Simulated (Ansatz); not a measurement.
Gas-phase electronic energies from Ansatz, PBE0-D4/def2-TZVP geometries. CCSD(T)/CBS adds triple-zeta CCSD(T) − MP2 to the extrapolated MP2 energy (def2 sets, frozen cores). This one scheme is used for every species. DFT in def2-TZVPP. For Br outer-core shells are correlated without core-valence functions, which leaves a few kJ/mol of doubt a bond. Scalar relativity is left out up to krypton. One conformer a species, not always the lowest.

`[NH2][Al]([Br])[Br]` + HCl → `[NH2][Al]([Cl])[Br]` + HBr  (ligand exchange at the Al–Br bond)

| level | ΔE (kJ/mol) |
| --- | --- |
| BLYP-D4 | -3.2 |
| r2SCAN0-D4 | -0.1 |
| ωB97X-V | -1.4 |
| B2PLYP | -1.6 |
| RPA@PBE/def2-TZVPP | -0.3 |
| CCSD/def2-TZVPP | 0.3 |
| HF/def2-QZVPP | -1.1 |
| MP2/CBS(def2) | 2.6 |

**Question.** What does CCSD(T)/CBS give? (An estimate is asked.)

**Answer.** Computed: +1.3 kJ/mol. The listed levels differ from it by -4.5, -1.4, -2.7, -2.9, -1.6, -1.0, -2.4, 1.3 kJ/mol.

**Question.** What do rigid-rotor, harmonic-oscillator terms from PBE0-D4/def2-TZVP frequencies (298.15 K, 1 bar) make of the CCSD(T)/CBS value? (Estimate.)

**Answer.** The calculation gave: ΔZPE = -0.9 kJ/mol, ΔH = -0.1 kJ/mol, ΔS = 6 J/(mol·K), ΔG = -1.9 kJ/mol.

Largest T1 diagnostic among the species: 0.008.

At CCSD(T), def2-SVP lies −5.8 kJ/mol from the extrapolated value and def2-TZVPP −0.9 kJ/mol. Leaving LDA and LC-ωPBE aside and taking each functional with its dispersion term where it has one, the values, not all of them listed here, spread over 6.8 kJ/mol, from B97M-V to PBE-QIDH.
